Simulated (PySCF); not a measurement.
Au(Cl)(CO) cation (CAuClO), SMILES [O+]#[C-]->[Au][Cl] (connectivity only; charge and spin as stated), charge +1, multiplicity 2.

The structure is a stationary point at B3LYP-D3(BJ)/def2-SVP. The spin state was assumed, not searched. The isomer is the one that the SMILES or the coordinates give; other isomers of the formula were not compared. The def2 effective core potentials stand for the cores of Au; spin–orbit coupling is left out.

Level of theory: B3LYP/def2-TZVPD (PySCF).

Isolated molecule, no solvent.

Computed frontier levels, dipole moment and polarisability:
α spin, highest occupied and lowest empty level: -14.83 and -7.80 eV
β spin, highest occupied and lowest empty level: -14.73 and -12.85 eV
dipole moment about the centre of nuclear charge: 0.08 D
mean static polarisability: 58.5 bohr³ (8.67 Å³)
polarisability, principal values: 35.7, 37.0, 102.8 bohr³
⟨S²⟩: 0.754 (pure state 0.75)
